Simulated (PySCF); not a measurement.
silylarsine (H₅AsSi), singlet, geometry from GFN2-xTB. Base run: PySCF with PBE/STO-3G.

Geometry (Å):
```xyz
7

Si    -1.4930     0.1705     0.3161
As     0.7537    -0.0759    -0.2190
H     -2.2937    -0.7799    -0.4669
H     -1.9390     1.5254    -0.0343
H     -1.8191    -0.0449     1.7309
H      0.8863    -1.3204     0.6097
H      1.1944     0.7379     0.9629
```
All else is at PySCF's defaults.
Base energy -2499.15547 Eh.

Each row names what was changed in the base input (with any setting that the change needs).

| change | ΔE vs base (mEh) | SCF cycles | outcome |
|---|---|---|---|
| base | 0.000 | 8 | converged |
| init_guess = vsap | 0.000 | 8 | converged |
| DIIS = ADIIS | 0.000 | 10 | converged |
| conv_tol = 1e-11 | 0.000 | 9 | converged |
| level_shift = 0.1 (with mf.max_cycle = 100) | 0.000 | 8 | converged |
| conv_tol = 1e-12 | 0.000 | 9 | converged |
| DIIS = EDIIS | - | 50 | not converged |
| init_guess = atom | 0.000 | 8 | converged |
| conv_tol = 1e-7 | 0.000 | 7 | converged |
| conv_tol = 1e-4 | 0.000 | 6 | converged |
| init_guess = sap | 0.000 | 8 | converged |
| damp = 0.5; diis_start_cycle = 5 | 0.000 | 9 | converged |
| diis_space = 12 | 0.000 | 8 | converged |
